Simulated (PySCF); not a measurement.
## Working out the ionisation energy of Co¹²⁺

Co¹²⁺ [Ne] 3s2 3p3 (4S) → Co¹³⁺ [Ne] 3s2 3p2 (3P). Computed with PySCF 2.14 in an uncontracted even-tempered set (22 s from 0.81 bohr⁻², ratio 2.2; 14 p from 1.1 bohr⁻², ratio 2.2; 5 d from 5.6 bohr⁻², ratio 2.4; 5 f from 8.5 bohr⁻², ratio 2.4; 4 g from 13 bohr⁻², ratio 2.4), with scalar relativity by spin-free X2C-1e. Frozen: 1s2; the 27 highest virtual orbitals dropped. Energies in hartree (1 hartree = 27.21139 eV):

```
             part  Co¹²⁺ (lower)  Co¹³⁺ (upper)
              UHF   -1330.716380   -1316.909198
MP2 opposite-spin      -0.360042      -0.351635
    MP2 same-spin      -0.130935      -0.115710
```

Q: What does Hartree-Fock give?

A: (-1316.909198) − (-1330.716380) = 13.807182 hartree = 375.713 eV.

Q: What do MP2 and SCS-MP2 (6/5 opposite-spin, 1/3 same-spin) give?

A: The opposite-spin parts differ by 0.229 eV and the same-spin parts by 0.414 eV. MP2: 375.713 + (0.229) + (0.414) = 376.356 eV. SCS-MP2: 375.713 + 1.2 × (0.229) + (0.414)/3 = 376.126 eV.

A first-order spin-orbit estimate adds -1.755 eV to MP2 (outer shells), giving 374.601 eV against 378.5 ± 0.7 eV (semi-empirical (NIST evaluation); NIST Atomic Spectra Database, ionization energies).

What remains against the reference includes basis incompleteness, the frozen core and correlation beyond second order.
